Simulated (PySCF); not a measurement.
Job for PySCF: R-BP86/6-31G* on C2H2O2 (SMILES O=CC=O), a point of a torsion scan.

```python
from pyscf import gto, scf, dft, mp
from pyscf.data.elements import chemcore

mol = gto.M(
    atom='''
    O     1.46341542   -0.07584720   -0.92640466
    C     0.75529934   -0.05123546    0.03752999
    C    -0.75564062    0.04240359   -0.04084461
    O    -1.49051624   -0.56860487    0.67874594
    H     1.14353851   -0.14243541    1.06900354
    H    -1.12023748    0.69283616   -0.85753766
    ''',
    basis='6-31g*',
    cart=True,
    charge=0, spin=0, verbose=3, max_memory=1800)
mf = dft.RKS(mol, xc='b88,p86')
mf.conv_tol = 1e-8
mf.max_cycle = 100
mf.kernel()
if not mf.converged:
    mf = mf.newton().run(mf.mo_coeff, mf.mo_occ)
```

Question: What total energy does the run end on?

Answer: -227.8156 hartree.
